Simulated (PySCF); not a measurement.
SiBr2Cl, SMILES Br[Si](Br)Cl, multiplicity 2.

Coordinates come from a B3LYP-D3(BJ)/def2-SVP optimisation.

Calculation: TDA-ωB97X/def2-SVPD in PySCF.

Vertical excitations. 

Question: Estimate the UV-visible absorptions. (An estimate is asked for; the answer gives what the named calculation found.)

Answer: 
```json
[
 {"state": "root 1", "energy (eV)": "3.65", "λ (nm)": "340", "f": "0.000", "main pairs": "β HOMO→LUMO 96 %"},
 {"state": "root 2", "energy (eV)": "3.91", "λ (nm)": "317", "f": "0.006", "main pairs": "β HOMO−1→LUMO 95 %"},
 {"state": "root 3", "energy (eV)": "4.13", "λ (nm)": "300", "f": "0.000", "main pairs": "β HOMO−2→LUMO 93 %"},
 {"state": "root 4", "energy (eV)": "4.47", "λ (nm)": "277", "f": "0.009", "main pairs": "α HOMO→LUMO 9 %, β HOMO−3→LUMO 82 %"},
 {"state": "root 5", "energy (eV)": "4.73", "λ (nm)": "262", "f": "0.015", "main pairs": "β HOMO−4→LUMO 91 %"},
 {"state": "root 6", "energy (eV)": "4.76", "λ (nm)": "260", "f": "0.020", "main pairs": "α HOMO→LUMO 84 %, β HOMO−3→LUMO 7 %"},
 {"state": "root 7", "energy (eV)": "5.32", "λ (nm)": "233", "f": "0.102", "main pairs": "α HOMO→LUMO+1 83 %"},
 {"state": "root 8", "energy (eV)": "5.34", "λ (nm)": "232", "f": "0.054", "main pairs": "α HOMO→LUMO+2 89 %"},
 {"state": "root 9", "energy (eV)": "5.64", "λ (nm)": "220", "f": "0.030", "main pairs": "β HOMO−5→LUMO 87 %"},
 {"state": "root 10", "energy (eV)": "6.12", "λ (nm)": "202", "f": "0.015", "main pairs": "β HOMO−6→LUMO 89 %"}
]
```
Unrestricted roots are not spin-pure.
